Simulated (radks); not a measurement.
Q: Ionisation of the mercury ion Hg17+, [Kr] 4d10 4f14 5s2 5p1, to [Kr] 4d10 4f14 5s2 as the strength of local exchange is varied. Calculated with a radial shooting solver on a logarithmic mesh with Libxc functionals: Dirac Kohn-Sham, Slater X-alpha exchange (alpha = 2/3 is LDA exchange), no correlation, spin-unpolarised, spherical densities, point nucleus; open shells are shared between the two j in proportion to 2j + 1.

alpha  E(Hg17+) (hartree)  exchange (hartree)  IE (eV)  -e of the level emptied (eV)  <r> of it (bohr)
0.667         -19541.8114           -341.7324   404.39                383.15 (5p3/2)            0.9155
0.669         -19542.8361           -342.7742   404.47                383.23 (5p3/2)            0.9154
0.828         -19624.4635           -425.9154   411.39                389.97 (5p3/2)            0.9064
0.86          -19640.9305           -442.7259   412.79                391.33 (5p3/2)            0.9047
0.93          -19676.9975           -479.5896   415.85                394.32 (5p3/2)            0.9008
?             -19616.7490           -418.0445   410.73                389.33 (5p3/2)            0.9073

Which alpha was used in the last row?

A: alpha = 0.813. NIST Atomic Spectra Database: 429 +/- 21 eV (theoretical). The central value is not met in this range of alpha. Spin polarisation and multiplet splitting are left out, so open shells lie too high by an amount that depends on their filling. Sharing an open shell by 2j + 1 raises it above the true ground level by a part of the spin-orbit splitting, which enters the differences from NIST.

Beside tabulated values, note that spin-unpolarised runs miss the spin-polarisation part of the exchange energy of open shells.
